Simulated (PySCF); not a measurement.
Species: C4H13FSSi3.
SMILES with atom numbers: `[CH3:1][Si@@H:2]([S:3][Si@H:4]([F:5])[SiH3:6])[CH:7]1[CH2:8][CH2:9]1`

Structure used (GFN2-xTB), in Å, numbered top down from 1:
```xyz
22
C4H13FSSi3 angstrom
C      0.962    1.668    1.141
Si     0.450    0.249   -0.009
S     -0.946    0.969   -1.501
Si    -2.760    1.243   -0.382
F     -2.375    2.107    0.938
Si    -3.756   -0.705    0.350
C      1.892   -0.420   -1.006
C      3.147   -0.833   -0.291
C      2.268   -1.872   -0.897
H      1.433    2.470    0.578
H      0.100    2.090    1.650
H      1.666    1.334    1.896
H     -0.229   -0.818    0.738
H     -3.478    2.220   -1.182
H     -3.791   -1.717   -0.707
H     -3.065   -1.298    1.502
H     -5.135   -0.435    0.763
H      2.035    0.021   -1.985
H      4.097   -0.622   -0.760
H      3.172   -0.752    0.785
H      1.691   -2.501   -0.236
H      2.610   -2.380   -1.787
```

NICS = −σ at a ghost point: NICS(0) at the centroid of the ring atoms, NICS(1) 1 Å to either side along the normal of their mean plane, zz for the tensor component along that normal. Level: GIAO PBE0/pcSseg-1 (PySCF, non-relativistic, gas phase) on the GFN2-xTB geometry, one conformer.

Ring bond lengths (Å), with Mayer bond orders in brackets: C7–C8 1.502 (0.96), C8–C9 1.490 (0.98), C9–C7 1.504 (0.96).

Task: What do the NICS probes read (ppm)?

Result: 
```csv
ring,type,NICS(0),"NICS(1), two faces","NICS(1)zz, two faces",rms pucker (Å),"centre to ring atoms, mean (Å)"
C7–C8–C9,3-membered carbocycle; formal bonds all single,-44.9,-8.2 / -8.8,-24.0 / -22.2,0.00,0.87
```

Task: What can be read from them?

Result: 
- C7–C8–C9: mean NICS(1)zz -23.1 ppm, shielded. C7, C8, C9 have four or more neighbours; no verdict on aromaticity is drawn. NICS(0) lies 36 ppm below the mean NICS(1).

Task: At the first NICS(1) probe listed for ring C7–C8–C9, 1 Å off the ring, how large is the induced field along the normal in 9.4 T applied along it?

Result: NICSzz × B0 = -24.0 ppm × 9.4 T = -226 μT, against the applied field.

Task: List the ring angles and the Hirshfeld charges of the ring atoms.

Result: 
- C7–C8–C9: C7 59.4° (-0.135 e), C8 60.3° (-0.086 e), C9 60.2° (-0.085 e); sum 180.0° against 180° for a flat convex ring.
